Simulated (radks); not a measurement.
Results of a calculation; reference values are marked as such.
Numerical settings for neutral gold, [Xe] 4f14 5d10 6s1. Level of theory: scalar-relativistic Kohn-Sham, PBE, spin-polarised, spherical densities, finite nucleus; open shells are filled with parallel spins first (spin-orbit coupling, left out, can overturn this in heavy ions); Fermi nuclear charge, rms radius 5.4371 fm (a radial shooting solver on a logarithmic mesh with Libxc functionals). The defaults (mesh step 0.008 in ln r, mesh end at 40 bohr or more with all orbitals vanishing there, Anderson mixing 0.5 over 9 steps, residual threshold near 1e-9 with the energy settled to 1e-9 hartree or 1e-11 of itself, here a cap of 67 iterations) give E = -19007.626 hartree and 6s at -6.076 eV in 16 iterations. Run on one thread of a shared host, so times are rough (Arm Neoverse V2): 0.28 s of CPU time, 0.28 s wall, 16 iterations on 2440 mesh points. Changes against that run (0 stands for a change within the tolerance of the run):

setting                    iterations         converged  E (mhartree)  e(6s) (meV)  CPU (s)
mesh step in ln r 0.12              4                no      diverged            -     0.01
mesh step in ln r 0.005            16               yes             0            0     0.45
mesh step in ln r 0.02             15               yes             0            0     0.12
mesh end (bohr) 3                  16  level above zero     +1.66e+03    +2.27e+04     0.23
mesh end (bohr) 400                16               yes             0            0     0.28
residual threshold 0.001            9               yes     -0.000666        -1.58     0.19
residual threshold 1e-16           67                no             0            0     0.55
mixing 2.5                         32               yes             0            0     0.53
linear mixing, mixing 0.2          67                no             0            0     0.96
linear mixing, mixing 0.8          67                no     +1.45e+05     -3.6e+05      2.7
mixing history 20                  22               yes             0            0     0.36
iteration cap 2                     2                no          +869    -7.55e+03     0.06

Settled on a wrong energy, with an occupied level pushed above zero by the early mesh end: mesh end (bohr) 3 (+1.66 hartree). Apart from these: no run marked as converged misses the energy by more than 1 mhartree. A mesh that ends early acts as a hard wall.
